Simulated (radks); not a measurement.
All-electron atom: the strontium ion Sr+ in [Kr] 4d1 (not the ground configuration). All-electron calculation, Dirac Kohn-Sham, LDA (Slater exchange, Perdew-Wang correlation), spin-unpolarised, spherical densities, finite nucleus; open shells fill j = l - 1/2 first; Fermi nuclear charge, rms radius 4.224 fm. Program: a radial shooting solver on a logarithmic mesh with Libxc functionals.

Spin-orbit splittings of the eigenvalues, e(l+1/2) - e(l-1/2), with zeta = 2 splitting/(2l+1) and mean radii in bohr:

| shell | occ. | splitting (eV) | zeta (eV) | <r> j=l-1/2 | <r> j=l+1/2 |
|---|---|---|---|---|---|
| 2p | 6 | 68.28 | 45.52 | 0.1476 | 0.1518 |
| 3p | 6 | 10.49 | 6.994 | 0.4920 | 0.5025 |
| 3d | 10 | 1.832 | 0.7329 | 0.4964 | 0.5001 |
| 4p | 6 | 1.169 | 0.7792 | 1.552 | 1.588 |
| 4d | 1 | 0.05629 | 0.02252 | 2.989 | 3.016 |
